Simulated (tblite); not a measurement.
Parent: `[CH3:1][CH2:2][C@H:3]1[CH2:4][O:5][CH2:6][C:7](=[O:8])[SiH2:9]1` with C1–C2–C3–C4 175°, C2–C3–C4–O5 -177°, C3–C4–O5–C6 -83°, C4–O5–C6–C7 64°, O5–C6–C7–O8 154°, C6H12O2Si.

The geometries are computed with GFN2-xTB (gas phase). One conformer each, not checked by frequencies here.

```tsv
coordinate of the parent	value
C1–C2	1.522 Å
C2–C3	1.529 Å
C3–C4	1.535 Å
C4–O5	1.411 Å
O5–C6	1.403 Å
C6–C7	1.517 Å
C7=O8	1.209 Å
C7–Si9	1.924 Å
C3–Si9	1.910 Å
C1–C2–C3	112.1°
C2–C3–C4	110.7°
C2–C3–Si9	114.1°
C4–C3–Si9	108.6°
C3–C4–O5	112.6°
C4–O5–C6	115.6°
O5–C6–C7	115.0°
C6–C7–O8	121.3°
C6–C7–Si9	116.7°
O8–C7–Si9	121.9°
C3–Si9–C7	104.9°
```

Task: How does the shared frame change in `[O:1]=[C:2]1[CH2:3][O:4][CH2:5][C@H:6]([CH2:7][SiH3:8])[SiH2:9]1` with C5–C6–C7–Si8 171°, O1–C2–C3–O4 155°, C2–C3–O4–C5 64°, C3–O4–C5–C6 -83°, O4–C5–C6–C7 -176°, C5H12O2Si2? Atoms pair as C2 = C7, C3 = C6, C4 = C5, O5 = O4, C6 = C3, C7 = C2, O8 = O1, Si9 = Si9 (parent first).

Result: 
| parent | relative | value in the relative | change |
| --- | --- | --- | --- |
| C2–C3 | C7–C6 | 1.528 Å | -0.001 |
| C3–C4 | C6–C5 | 1.537 Å | +0.002 |
| C4–O5 | C5–O4 | 1.412 Å | +0.001 |
| O5–C6 | O4–C3 | 1.403 Å | 0.000 |
| C6–C7 | C3–C2 | 1.517 Å | 0.000 |
| C7=O8 | C2=O1 | 1.209 Å | 0.000 |
| C7–Si9 | C2–Si9 | 1.925 Å | +0.001 |
| C3–Si9 | C6–Si9 | 1.907 Å | -0.003 |
| C2–C3–C4 | C7–C6–C5 | 110.5° | -0.2 |
| C2–C3–Si9 | C7–C6–Si9 | 114.5° | +0.4 |
| C4–C3–Si9 | C5–C6–Si9 | 108.2° | -0.4 |
| C3–C4–O5 | C6–C5–O4 | 112.7° | +0.1 |
| C4–O5–C6 | C5–O4–C3 | 115.6° | 0.0 |
| O5–C6–C7 | O4–C3–C2 | 115.0° | 0.0 |
| C6–C7–O8 | C3–C2–O1 | 121.3° | 0.0 |
| C6–C7–Si9 | C3–C2–Si9 | 116.8° | +0.1 |
| O8–C7–Si9 | O1–C2–Si9 | 121.8° | -0.1 |
| C3–Si9–C7 | C6–Si9–C2 | 105.0° | +0.1 |

No shared bond changes by more than 0.004 Å. Bonds of the relative outside the shared frame: C7–Si8 1.900 Å. Point group C1 → C1.
